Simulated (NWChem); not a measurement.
Molecule: TaHO₂F₂; SMILES [OH][Ta](=[O])([F])[F]

```xyz
6

Ta     0.0124     0.0107     0.0000
O     -0.1517     1.7158     0.0000
F      0.9313    -0.4685    -1.5724
F      0.9313    -0.4685     1.5724
O     -1.7296    -0.7152     0.0000
H     -2.6202    -0.3514     0.0000
```
Atoms are numbered in this order, from 1.

Results from NWChem. Structure relaxed at the PBE0/def2-SVP level. def2 effective core potentials on Ta; no spin-orbit coupling. Total energies compare along this basis series because the functional is fixed.

| level | basis functions | energy (Ha) | highest occupied level (eV) | orbital gap (eV) | dipole (D) |
|---|---|---|---|---|---|
| TPSS/def2-SVP | 93 | -407.7963 | -8.19 | 6.43 | 2.67 |
| TPSS/def2-SVPD | 135 | -407.8252 | -8.44 | 6.40 | 2.62 |
| TPSS/def2-TZVP | 170 | -408.2415 | -8.27 | 6.44 | 2.64 |
| TPSS/def2-TZVPP | 194 | -408.2496 | -8.24 | 6.46 | 2.63 |
